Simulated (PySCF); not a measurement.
Species: Ni(PH3)2 (singlet state).
Structure used (PBE0-D3(BJ)/def2-SVP), in Å, numbered top down from 1:
```
atom  x, y, z in Å
Ni1    0.5208    0.1614    0.0006
P2     0.0961    0.0187    2.0122
H3     0.6405   -0.9906    2.8696
H4    -1.2632   -0.2388    2.3677
H5     0.2700    1.0723    2.9676
P6     0.1014    0.0417   -2.0143
H7     0.9883    0.2653   -3.1192
H8    -0.9433    0.8572   -2.5501
H9    -0.4106   -1.1871   -2.5342
```

The calculation used PySCF 2.14.0, density-fitted response routines, TDDFT CAM-B3LYP/def2-SVPD, vertical, gas phase, core orbitals frozen in the response.

Excitation energies and transition dipoles (atomic units, axes of the coordinates) of those of the lowest 15 singlets that add 0.02 au or more to the mean polarisability:

| state | ΔE (hartree) | μx | μy | μz |
| --- | --- | --- | --- | --- |
| S2 | 0.0855 | -0.044 | -0.026 | 0.103 |
| S3 | 0.0911 | -0.045 | 0.102 | 0.011 |
| S4 | 0.0916 | -0.028 | -0.033 | -0.044 |
| S5 | 0.1114 | 0.113 | 0.004 | -0.096 |
| S6 | 0.1120 | 0.156 | -0.037 | -0.130 |
| S7 | 0.1121 | 0.073 | 0.200 | -0.026 |
| S8 | 0.1150 | 0.716 | 0.676 | 0.026 |
| S9 | 0.1155 | 0.696 | -0.688 | 0.017 |
| S10 | 0.1332 | 0.014 | 0.010 | -1.294 |
| S11 | 0.1410 | 0.073 | 0.089 | 0.091 |
| S12 | 0.1412 | -0.079 | 0.047 | -0.114 |
| S13 | 0.1599 | 0.018 | 0.006 | 0.117 |
| S14 | 0.1610 | 0.003 | 0.004 | -0.722 |

Q: What does each state add to αxx, αyy and αzz, and how do the sums compare with the full static tensor?

A: Each state adds 2 μα² / ΔE.

```json
{"state": "S2", "αxx (au)": "0.04", "αyy (au)": "0.02", "αzz (au)": "0.25"}
{"state": "S3", "αxx (au)": "0.05", "αyy (au)": "0.23", "αzz (au)": "0.00"}
{"state": "S4", "αxx (au)": "0.02", "αyy (au)": "0.02", "αzz (au)": "0.04"}
{"state": "S5", "αxx (au)": "0.23", "αyy (au)": "0.00", "αzz (au)": "0.16"}
{"state": "S6", "αxx (au)": "0.43", "αyy (au)": "0.02", "αzz (au)": "0.30"}
{"state": "S7", "αxx (au)": "0.09", "αyy (au)": "0.71", "αzz (au)": "0.01"}
{"state": "S8", "αxx (au)": "8.90", "αyy (au)": "7.95", "αzz (au)": "0.01"}
{"state": "S9", "αxx (au)": "8.38", "αyy (au)": "8.20", "αzz (au)": "0.00"}
{"state": "S10", "αxx (au)": "0.00", "αyy (au)": "0.00", "αzz (au)": "25.14"}
{"state": "S11", "αxx (au)": "0.08", "αyy (au)": "0.11", "αzz (au)": "0.12"}
{"state": "S12", "αxx (au)": "0.09", "αyy (au)": "0.03", "αzz (au)": "0.18"}
{"state": "S13", "αxx (au)": "0.00", "αyy (au)": "0.00", "αzz (au)": "0.17"}
{"state": "S14", "αxx (au)": "0.00", "αyy (au)": "0.00", "αzz (au)": "6.47"}
{"state": "all 15 states", "αxx (au)": "18.3", "αyy (au)": "17.3", "αzz (au)": "32.9"}
{"state": "full response", "αxx (au)": "79.0", "αyy (au)": "78.1", "αzz (au)": "135.8"}
{"state": "share (%)", "αxx (au)": "23", "αyy (au)": "22", "αzz (au)": "24"}
```

The rest comes from the higher roots of the same response equations.

Q: Give the full tensor and its principal values.

A: In au, rows and columns x, y, z:
```
x    79.0   0.3  -0.3
y     0.3  78.1  -0.3
z    -0.3  -0.3 135.8
```
Principal values 78.0, 79.0 and 135.8 au; mean 97.6 au (14.47 Å³).
